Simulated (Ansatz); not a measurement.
Born–Oppenheimer molecular dynamics of CH6Ge (8 atoms, charge 0, multiplicity 1). It starts from a relaxed structure.

Method: Ansatz, RKS r2SCANh-D4/def2-mTZVP.

```yaml
ensemble: NVT, Nosé–Hoover chain
time_step: 0.5 fs
steps_asked: 300
set_temperature: 3000 K
thermostat: time constant 20 fs, chain length 3
seed: 414722
```

First frame:

```xyz
8
Properties=species:S:1:pos:R:3
Ge 0.000 0.000 0.007
C 0.000 0.000 1.959
H -1.014 -0.100 2.344
H 0.594 -0.829 2.344
H 0.421 0.928 2.344
H 1.432 0.144 -0.531
H -0.840 1.167 -0.532
H -0.590 -1.312 -0.532
```

(1) How far do the bonds stretch over the last three quarters of this one trajectory? (Pairs bonded in most of those frames.)

## Answers

(1) 
```tsv
bond	mean (Å)	spread (Å)	shortest	longest
Ge1–C2	1.985	0.025	1.94	2.05
Ge1–H6	1.565	0.105	1.39	1.76
Ge1–H7	1.589	0.104	1.40	1.78
Ge1–H8	1.570	0.081	1.45	1.74
C2–H3	1.168	0.121	0.91	1.47
C2–H5	1.110	0.045	1.01	1.25
```

Mean temperature of the second half: 3302 K. The conserved energy wandered by up to 7.2 meV per atom (net 2.8 meV per atom), which is poor conservation. The mean temperature of the second half is 10 % above the set value. A run of 0.15 ps of so small a system gives no equilibrium averages.

The run took 18 min on 1 thread of Arm Neoverse V2, with other jobs on the host, peak memory 0.14 GiB.
